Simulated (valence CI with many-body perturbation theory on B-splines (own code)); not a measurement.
Values are calculated unless marked as measured or tabulated.
**Sm29+: what each term of the Hamiltonian does**

Method: relativistic CI+MBPT: five valence electrons over a frozen Dirac-Fock core [Ar] 3d10, a basis of 9 s, 9 p, 8 d, 6 f, 3 g, 1 h functions for each j, with the one-electron correlation potential Σ1 (screened to all orders), the two-electron term Σ2, the three-electron term Σ3, Breit, model QED; selected single and double excitations, second order for the rest (own B-spline code, finite nucleus).

No measured spectrum was set against this ion. As an estimate, large intervals hold to a few tenths of a per cent, small ones and those within an open d or f shell to about a per cent. Among the levels kept, up to 260 cm⁻¹ of a level comes from second order outside the variational space, and about a tenth of that is noise between levels of different J, which matters for small intervals.

Each rung adds one term. CI alone is the Dirac-Coulomb CI over the frozen core; QED comes last and gives the full result, which names the levels. Energies are above (4s^2 4p1/2^2 4p3/2) J=3/2 on the same rung, in eV.

Levels are named by their leading jj configuration (3d3/2^4 stands for four electrons in 3d with j = 3/2), which in mixed levels can hold well under half, so a name can repeat and another be missing. Letters in brackets count levels of one name in rising energy.

```tsv
Level	CI alone	Σ1	Σ2	Σ3	Breit	QED	Full
(4s^2 4p1/2 4p3/2^2) J=3/2	31.80	+0.156	+0.153	+0.017	-0.427	+0.055	31.75
(4s^2 4p1/2 4p3/2^2) J=5/2	36.02	+0.159	+0.094	+0.003	-0.461	+0.055	35.87
(4s^2 4p1/2 4p3/2^2) J=1/2	41.31	+0.161	+0.004	-0.017	-0.427	+0.053	41.08
(4s^2 4p3/2^3) J=3/2	73.73	+0.318	+0.175	-0.002	-0.876	+0.106	73.45
(4s 4p1/2^2 4p3/2^2) J=5/2	99.24	+0.098	+0.254	+0.053	-0.077	-0.474	99.10
(4s 4p1/2^2 4p3/2^2) J=3/2	107.79	+0.001	+0.014	+0.047	-0.147	-0.291	107.42
(4s 4p1/2^2 4p3/2^2) J=1/2	111.68	+0.116	-0.044	+0.021	-0.076	-0.483	111.21
(4s^2 4p1/2^2 4d3/2) J=3/2	117.75	-0.001	-0.292	+0.020	-0.189	-0.257	117.03
(4s^2 4p1/2^2 4d5/2) J=5/2	125.64	-0.046	-0.341	+0.027	-0.433	-0.069	124.78
(4s 4p1/2 4p3/2^3) J=3/2 [a]	134.21	+0.227	+0.316	+0.056	-0.496	-0.385	133.93
(4s 4p1/2 4p3/2^3) J=5/2	139.23	+0.210	+0.241	+0.051	-0.567	-0.335	138.83
(4s^2 4p1/2 4p3/2 4d3/2) J=3/2 [a]	142.02	+0.090	+0.112	+0.061	-0.635	-0.126	141.53
(4s^2 4p1/2 4p3/2 4d3/2) J=1/2 [a]	142.15	+0.100	+0.069	+0.057	-0.597	-0.151	141.63
(4s^2 4p1/2 4p3/2 4d3/2) J=5/2	144.78	+0.059	+0.058	+0.054	-0.690	-0.057	144.20
(4s^2 4p1/2 4p3/2 4d3/2) J=7/2	147.85	+0.042	+0.034	+0.045	-0.734	-0.026	147.21
(4s 4p1/2 4p3/2^3) J=1/2	150.55	+0.173	-0.265	+0.030	-0.587	-0.249	149.65
(4s^2 4p1/2 4p3/2 4d5/2) J=7/2 [a]	151.61	+0.092	+0.036	+0.061	-0.862	-0.008	150.93
(4s 4p1/2 4p3/2^3) J=3/2 [b]	153.85	+0.175	-0.451	+0.023	-0.611	-0.250	152.74
(4s^2 4p1/2 4p3/2 4d5/2) J=9/2	156.06	+0.098	-0.002	+0.042	-0.916	-0.008	155.27
(4s^2 4p1/2 4p3/2 4d5/2) J=5/2 [a]	157.99	+0.085	-0.535	+0.022	-0.781	-0.032	156.74
(4s^2 4p1/2 4p3/2 4d3/2) J=3/2 [b]	159.20	+0.085	-0.749	+0.009	-0.699	-0.077	157.77
(4s^2 4p1/2 4p3/2 4d3/2) J=1/2 [b]	162.99	+0.068	-0.878	-0.006	-0.666	-0.064	161.44
(4s^2 4p1/2 4p3/2 4d5/2) J=5/2 [b]	162.96	+0.095	-0.666	+0.005	-0.778	-0.058	161.56
(4s^2 4p1/2 4p3/2 4d5/2) J=3/2 [a]	164.71	+0.120	-0.924	-0.002	-0.722	-0.112	163.07
(4s^2 4p1/2 4p3/2 4d5/2) J=7/2 [b]	165.41	+0.105	-0.352	+0.013	-0.907	-0.006	164.27
(4s^2 4p1/2 4p3/2 4d5/2) J=5/2 [c]	170.04	+0.089	-1.037	-0.025	-0.802	-0.024	168.25
(4s^2 4p1/2 4p3/2 4d5/2) J=3/2 [b]	169.75	+0.108	-0.461	-0.024	-0.836	-0.028	168.51
(4s^2 4p1/2 4p3/2 4d5/2) J=1/2	173.29	+0.144	-0.831	-0.031	-0.805	-0.076	171.69
(4s 4p3/2^4) J=1/2	181.26	+0.331	-0.097	+0.029	-0.984	-0.244	180.29
(4s^2 4p3/2^2 4d5/2) J=7/2	188.92	+0.251	+0.118	+0.058	-1.321	+0.044	188.07
(4s^2 4p3/2^2 4d3/2) J=1/2	190.74	+0.217	-0.506	+0.028	-1.114	-0.001	189.37
```

The middle columns are the shifts that each term adds.

**Question.** How does the ionisation energy move along the ladder, and which term matters most?

**Answer.** CI alone 1103.3, + Σ1 1104.7, + Σ2 1104.8, + Σ3 1104.5, + Breit 1103.9, + QED 1103.9 eV. The largest step is Σ1, 1.4 eV. NIST lists 1103 ± 4 eV (theoretical).
